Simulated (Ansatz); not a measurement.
The cluster PtS2. The state is a singlet with charge 0. Geometry r2SCAN-D4/def2-TZVP; atoms count from 1.

```xyz
3

Pt   -0.004   -0.003    0.002
S    -1.310    0.357   -1.566
S     1.313   -0.354    1.564
```

In the def2 sets Pt takes a core potential; there is no spin–orbit coupling. The restricted singlet is unstable: a solution with broken spin symmetry lies lower. The structure comes from a short search, and lower isomers may exist.

Estimate the Mulliken populations from the PBE0/def2-TZVP orbitals of Ansatz.


| atom | charge (e) | d electrons |
| --- | --- | --- |
| Pt1 | 0.33 | 8.19 |
| S2 | -0.17 | – |
| S3 | -0.17 | – |
Mulliken values and Mayer orders depend strongly on the basis.

And the Mayer bond orders between bonded heavy atoms (over 0.3)?

Pt1–S2 1.85 (2.07 Å); Pt1–S3 1.85 (2.07 Å). Values over 0.3 also appear between atoms too far apart for a bond (S2–S3 0.84 at 4.15 Å); they arise where an orbital or an unpaired electron spreads over both atoms.
